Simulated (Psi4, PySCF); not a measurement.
Psi4 was given this input:
```
memory 2 GB

molecule {
0 1
  Si    0.00000000   -0.00000000    0.00000000
  F     0.88552320    0.90402113    0.92229500
  F    -0.91389002   -0.91243756    0.88560507
  F    -0.89400971    0.90408216   -0.91401078
  F     0.92237653   -0.89566573   -0.89388928
}

set basis 6-31g**
set scf_type pk
set puream true
set d_convergence 1e-8
set dft_radial_points 99
set dft_spherical_points 590

energy('b3lyp')
print_variables()
```

### Question
Give the equivalent PySCF input.

### Answer
Several could match; the one computed here: 
```python
from pyscf import gto, scf, dft

mol = gto.M(
    atom='''
Si    0.000000   -0.000000    0.000000
F     0.885523    0.904021    0.922295
F    -0.913890   -0.912438    0.885605
F    -0.894010    0.904082   -0.914011
F     0.922377   -0.895666   -0.893889
''',
    basis='6-31g**',
    charge=0,
    spin=0,
    verbose=3,
)

mf = dft.RKS(mol)
mf.xc = 'b3lyp'
mf.grids.atom_grid = (99, 590)
mf.grids.prune = None
mf.kernel()
```

Both were run: Psi4 gave -689.099554 Eh and PySCF -689.099548 Eh, 0.005 mEh apart.
